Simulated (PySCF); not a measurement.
Si(NCO)2H2, C2H2N2O2Si.
Cartesian coordinates in Å at the PBE0-D3(BJ)/def2-SVP level; atoms count from 1:
```xyz
9
C2H2N2O2Si angstrom
Si    -0.791   -0.003   -0.512
N     -0.710   -0.029    1.198
C     -0.601   -0.009    2.390
O     -0.502    0.006    3.552
N      0.799    0.013   -1.148
C      1.917   -0.014   -1.578
O      3.003   -0.034   -1.999
H     -1.495    1.229   -0.946
H     -1.488   -1.227   -0.981
```

Computed at PBE0/pcSseg-1 (PySCF, non-relativistic), with Q(14N) = 0.02044 b, Q(17O) = −0.0256 b: N2, 14N (I = 1): χzz = 2.412 MHz, η = 0.031; O4, 17O (I = 5/2): χzz = -4.092 MHz, η = 0.076.

Q: Where would the pure quadrupole (NQR) lines of 14N at N2 fall for the rigid, isolated species?

A: From ν± = (3/4)|χ|(1 ± η/3) and ν0 = |χ|η/2: ν+ 1.827 MHz, ν− 1.790 MHz, ν0 0.038 MHz (nitrogen bonded to C and Si).

Q: Find the zero-field quadrupole resonance frequencies of 17O at O4.

A: From the eigenvalues of H = χ/[4I(2I − 1)] × [3Iz² − I(I + 1) + η(Ix² − Iy²)], steps between neighbouring levels, labelled as for η = 0: ±1/2↔±3/2 0.618 MHz, ±3/2↔±5/2 1.226 MHz (oxygen bonded to C).

In a crystal, neighbours and librations shift these lines. The small basis limits the accuracy of the gradients.
